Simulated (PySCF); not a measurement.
Si(F)(Me)(OH)(NH2) (CH6FNOSi), SMILES N[Si](F)(O)C.

The structure is a stationary point at ωB97X-D3(BJ)/def2-SVP. The structure was generated by enumeration, and PubChem lists no compound with its InChIKey, so it may never have been made. One conformer was computed; it need not be the lowest.

Computed with ωB97X-D3(BJ)/def2-SVP in PySCF 2.14.0.

Frequencies are harmonic and unscaled.

### Question
Give all harmonic wavenumbers and intensities. (The exact figures need the calculation; the answer reports its results.)

### Answer

| mode | ν (cm⁻¹) | IR (km/mol) | Raman (Å⁴/amu) | depolarisation | moving atoms (share of kinetic energy) |
|---|---|---|---|---|---|
| 1 | 133 | 0.6 | 0.0 | – | H 97 % |
| 2 | 176 | 12.0 | 1.6 | 0.74 | H 47 %, F 15 %, O 15 %, C 11 %, N 11 % |
| 3 | 200 | 7.9 | 1.2 | 0.74 | H 29 %, O 26 %, C 18 %, F 18 % |
| 4 | 220 | 86.8 | 0.8 | 0.74 | H 95 % |
| 5 | 264 | 34.0 | 0.8 | 0.69 | H 47 %, N 19 %, Si 11 %, C 10 %, F 10 % |
| 6 | 280 | 80.5 | 1.3 | 0.72 | H 65 %, Si 13 %, F 11 % |
| 7 | 331 | 71.6 | 0.8 | 0.58 | H 28 %, F 25 %, N 18 %, O 17 %, Si 11 % |
| 8 | 347 | 36.9 | 2.3 | 0.72 | H 25 %, Si 19 %, N 16 %, F 16 %, O 13 %, C 12 % |
| 9 | 375 | 83.4 | 0.9 | 0.54 | H 46 %, N 20 %, O 16 %, F 11 % |
| 10 | 680 | 2.2 | 10.1 | 0.06 | C 40 %, H 30 %, F 9 %, N 8 % |
| 11 | 737 | 14.1 | 2.8 | 0.15 | H 61 %, N 16 %, C 9 % |
| 12 | 778 | 9.3 | 1.1 | 0.66 | H 66 %, C 19 %, O 9 % |
| 13 | 803 | 34.2 | 1.5 | 0.55 | H 49 %, O 17 %, F 13 %, C 11 % |
| 14 | 826 | 101.7 | 2.5 | 0.71 | H 78 %, N 9 % |
| 15 | 877 | 186.3 | 0.8 | 0.68 | Si 39 %, H 22 %, N 17 %, F 15 % |
| 16 | 944 | 270.0 | 1.2 | 0.23 | Si 47 %, O 22 %, H 11 %, F 11 % |
| 17 | 990 | 198.7 | 1.6 | 0.55 | Si 48 %, H 21 %, N 16 %, O 11 % |
| 18 | 1297 | 53.6 | 0.9 | 0.44 | H 75 %, C 24 % |
| 19 | 1441 | 4.9 | 13.7 | 0.75 | H 96 % |
| 20 | 1442 | 3.3 | 12.0 | 0.75 | H 96 % |
| 21 | 1543 | 78.8 | 4.6 | 0.73 | H 88 %, N 12 % |
| 22 | 3073 | 1.0 | 119.5 | 0.01 | H 97 % |
| 23 | 3170 | 4.5 | 74.2 | 0.74 | H 91 %, C 9 % |
| 24 | 3182 | 3.2 | 70.1 | 0.75 | H 91 %, C 9 % |
| 25 | 3641 | 41.0 | 105.8 | 0.12 | H 96 % |
| 26 | 3742 | 44.5 | 64.0 | 0.75 | H 91 %, N 9 % |
| 27 | 3943 | 108.6 | 75.1 | 0.27 | H 94 % |
